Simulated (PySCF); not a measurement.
C3H5ClOSi, SMILES C#CC[Si@@H](O)Cl.

Geometry optimised at PBE0-D3(BJ)/def2-SVP. The structure was generated by enumeration; whether it is a known compound was not checked. Other conformers were not sampled.

Level of theory: PBE/def2-TZVP run with PySCF.

Computed frontier levels, gap, dipole moment and polarisability:
- highest occupied level = -6.35 eV
- lowest empty level = -0.59 eV
- orbital gap = 5.76 eV
- dipole moment = 1.70 D
- quadrupole, principal values (traceless, Buckingham form, about the centre of nuclear charge) = -5.92, -4.16, 10.09 D·Å
- mean static polarisability = 73.6 bohr³ (10.90 Å³)
- polarisability, principal values = 58.7, 69.5, 92.5 bohr³
